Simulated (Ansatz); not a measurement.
`[CH3][Al]([Cl])[BH]O` + H₂ → `[CH3][AlH][BH]O` + HCl  (hydrogenolysis of the Al–Cl bond)

Program: Ansatz. Geometries: PBE0-D4/def2-TZVP. ΔE: electronic, gas phase. CBS: MP2 limit from def2 TZ/QZ plus the TZ coupled-cluster correction, frozen cores. This one scheme is used for every species. Functionals use def2-TZVPP. B3LYP here is the variant with VWN-RPA as its local correlation; programs differ in this. One conformer a species, not always the lowest.

```json
{"level": "PBE-D4", "ΔE (kJ/mol)": "164.3", "difference from CCSD(T)/CBS": "-2.8"}
{"level": "PBE0-D4", "ΔE (kJ/mol)": "164.9", "difference from CCSD(T)/CBS": "-2.2"}
{"level": "B3LYP-D4", "ΔE (kJ/mol)": "167.2", "difference from CCSD(T)/CBS": "0.1"}
{"level": "ωB97X-V", "ΔE (kJ/mol)": "163.9", "difference from CCSD(T)/CBS": "-3.2"}
{"level": "ωB97M-V", "ΔE (kJ/mol)": "166.3", "difference from CCSD(T)/CBS": "-0.8"}
{"level": "B2PLYP", "ΔE (kJ/mol)": "165.9", "difference from CCSD(T)/CBS": "-1.2"}
{"level": "PBE", "ΔE (kJ/mol)": "160.9", "difference from CCSD(T)/CBS": "-6.2"}
{"level": "r2SCAN", "ΔE (kJ/mol)": "171.7", "difference from CCSD(T)/CBS": "4.6"}
{"level": "PBE0", "ΔE (kJ/mol)": "161.8", "difference from CCSD(T)/CBS": "-5.3"}
{"level": "B3LYP", "ΔE (kJ/mol)": "161.8", "difference from CCSD(T)/CBS": "-5.3"}
{"level": "SCS-MP2/def2-TZVPP", "ΔE (kJ/mol)": "165.8", "difference from CCSD(T)/CBS": "-1.3"}
{"level": "HF/def2-QZVPP", "ΔE (kJ/mol)": "159.5", "difference from CCSD(T)/CBS": "-7.6"}
{"level": "MP2/def2-QZVPP", "ΔE (kJ/mol)": "175.2", "difference from CCSD(T)/CBS": "8.1"}
{"level": "HF/CBS(def2)", "ΔE (kJ/mol)": "159.5", "difference from CCSD(T)/CBS": "-7.6"}
{"level": "MP2/CBS(def2)", "ΔE (kJ/mol)": "177.5", "difference from CCSD(T)/CBS": "10.4"}
{"level": "CCSD/CBS(def2)", "ΔE (kJ/mol)": "164.7", "difference from CCSD(T)/CBS": "-2.4"}
{"level": "CCSD(T)/CBS", "ΔE (kJ/mol)": "167.1", "difference from CCSD(T)/CBS": "0"}
```

Largest T1 diagnostic among the species: 0.013.

The D4 term adds +5.4 kJ/mol with B3LYP and +3.1 kJ/mol with PBE0; it sums over pairs of atoms, weighted by their polarisabilities, and B3LYP, whose exchange is more repulsive, gets the larger term.
